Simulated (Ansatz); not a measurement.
**Molecular dynamics of H₄OSSi₂**

Input:

```yaml
crystal:
  periodic: [false, false, false]
  atoms:
    - { symbol: S, position_ang: [-2.188337, 1.372865, -0.376562] }
    - { symbol: Si, position_ang: [-0.295388, 1.234308, 0.861163] }
    - { symbol: O, position_ang: [0.727433, 0.027508, 0.157172] }
    - { symbol: Si, position_ang: [1.355728, -1.326681, -0.586161] }
    - { symbol: H, position_ang: [-2.893712, 0.329506, 0.17472] }
    - { symbol: H, position_ang: [0.391221, 2.52515, 0.445503] }
    - { symbol: H, position_ang: [2.638623, -1.781579, 0.058105] }
    - { symbol: H, position_ang: [0.356532, -2.438177, -0.78984] }
basis:
  gaussian: { orbitals: "6-31G" }
hamiltonian:
  xc: pbe0
  dispersion: d4
md:
  timestep: 1.0
  n_steps: 166
  ensemble: nvt_langevin
  temperature: 1000.0
  initial_velocities: maxwell_boltzmann
  seed: 413878
  friction: 0.05
scf:
  lower_state_search: "off"
```

Command:

```bash
$ ansatz run input.yaml --threads 1 --pin off --max-ram 2048MiB --backend cpu --events-out ev --progress --plain --runs-dir out
```

It starts from a relaxed structure.

Output, in part (step lines, the closing report, with atoms numbered from 0):

```
md step     0: t =     0.00 fs  T =   875.0 K  F+E_penalty+E_count = -28685.17785674 eV  E_kin = 0.904820 eV  (17 SCF iters)
[... lines left out ...]
Total energy: -28684.36530913 eV, -1054.1309821495 hartree
Atom 0 at    -2.165031     0.791040    -0.461039 Å, force     1.618670    -1.757154    -0.329830 eV/Å
Atom 1 at    -0.226796     1.372876     0.538534 Å, force    -0.900479     1.973611     0.858045 eV/Å
Atom 2 at     0.958810     0.424499     0.026481 Å, force     1.367336    -0.722529    -1.172365 eV/Å
Atom 3 at     2.008966    -0.524118    -1.021347 Å, force    -1.690298    -0.166401    -0.585540 eV/Å
Atom 4 at    -1.376633    -0.488031    -0.722929 Å, force    -1.541859     1.683009     0.215195 eV/Å
Atom 5 at     0.305340     2.849614     0.462163 Å, force    -0.669700    -0.745018     0.081899 eV/Å
Atom 6 at     2.976367    -0.875450    -0.034111 Å, force     1.563016    -0.526207     1.079233 eV/Å
Atom 7 at     1.164883    -1.829695    -1.160575 Å, force     0.253315     0.260688    -0.146637 eV/Å
Dipole moment:     0.047836     0.187820     0.166729 e Å
```

The steps, from the saved trajectory:

```json
{"time (fs)": "0.0", "T (K)": "875", "potential energy less start (eV)": "0.000"}
{"time (fs)": "5.0", "T (K)": "770", "potential energy less start (eV)": "0.279"}
{"time (fs)": "10.0", "T (K)": "714", "potential energy less start (eV)": "0.617"}
{"time (fs)": "15.0", "T (K)": "1090", "potential energy less start (eV)": "0.395"}
{"time (fs)": "20.0", "T (K)": "801", "potential energy less start (eV)": "0.433"}
{"time (fs)": "25.0", "T (K)": "965", "potential energy less start (eV)": "0.821"}
{"time (fs)": "30.0", "T (K)": "829", "potential energy less start (eV)": "1.055"}
{"time (fs)": "35.0", "T (K)": "1014", "potential energy less start (eV)": "0.691"}
{"time (fs)": "40.0", "T (K)": "1554", "potential energy less start (eV)": "0.349"}
{"time (fs)": "45.0", "T (K)": "712", "potential energy less start (eV)": "1.014"}
{"time (fs)": "50.0", "T (K)": "1089", "potential energy less start (eV)": "0.748"}
{"time (fs)": "55.0", "T (K)": "901", "potential energy less start (eV)": "0.852"}
{"time (fs)": "60.0", "T (K)": "838", "potential energy less start (eV)": "0.567"}
{"time (fs)": "65.0", "T (K)": "832", "potential energy less start (eV)": "0.511"}
{"time (fs)": "70.0", "T (K)": "1147", "potential energy less start (eV)": "0.509"}
{"time (fs)": "75.0", "T (K)": "1261", "potential energy less start (eV)": "0.656"}
{"time (fs)": "80.0", "T (K)": "1608", "potential energy less start (eV)": "0.562"}
{"time (fs)": "85.0", "T (K)": "1258", "potential energy less start (eV)": "0.464"}
{"time (fs)": "90.0", "T (K)": "1101", "potential energy less start (eV)": "0.509"}
{"time (fs)": "95.0", "T (K)": "691", "potential energy less start (eV)": "0.632"}
{"time (fs)": "100.0", "T (K)": "649", "potential energy less start (eV)": "0.949"}
{"time (fs)": "105.0", "T (K)": "745", "potential energy less start (eV)": "0.722"}
{"time (fs)": "110.0", "T (K)": "945", "potential energy less start (eV)": "0.521"}
{"time (fs)": "115.0", "T (K)": "598", "potential energy less start (eV)": "1.081"}
{"time (fs)": "120.0", "T (K)": "951", "potential energy less start (eV)": "0.937"}
{"time (fs)": "125.0", "T (K)": "1159", "potential energy less start (eV)": "0.889"}
{"time (fs)": "130.0", "T (K)": "901", "potential energy less start (eV)": "0.574"}
{"time (fs)": "135.0", "T (K)": "1104", "potential energy less start (eV)": "0.548"}
{"time (fs)": "140.0", "T (K)": "1129", "potential energy less start (eV)": "1.026"}
{"time (fs)": "145.0", "T (K)": "961", "potential energy less start (eV)": "1.252"}
{"time (fs)": "150.0", "T (K)": "1607", "potential energy less start (eV)": "0.963"}
{"time (fs)": "155.0", "T (K)": "1302", "potential energy less start (eV)": "0.615"}
{"time (fs)": "160.0", "T (K)": "1093", "potential energy less start (eV)": "0.726"}
{"time (fs)": "165.0", "T (K)": "1300", "potential energy less start (eV)": "0.789"}
```

All steps were run. A run of 0.17 ps of so small a system gives no equilibrium averages. Limits of this set-up: no polarisation functions.

The same pairs are bonded in the first frame and the last. Pairs count as bonded within 1.25 times the sum of covalent radii (0.12 Å more for H–H).

Last frame:

```xyz
8
Properties=species:S:1:pos:R:3
S -2.165 0.791 -0.461
Si -0.227 1.373 0.538
O 0.959 0.424 0.026
Si 2.009 -0.524 -1.021
H -1.377 -0.488 -0.723
H 0.305 2.850 0.462
H 2.976 -0.875 -0.034
H 1.165 -1.830 -1.161
```

Run time: 3.3 min on 1 thread of Intel(R) Xeon(R) 6975P-C (Granite Rapids), with other jobs on the host, peak memory 0.12 GiB.
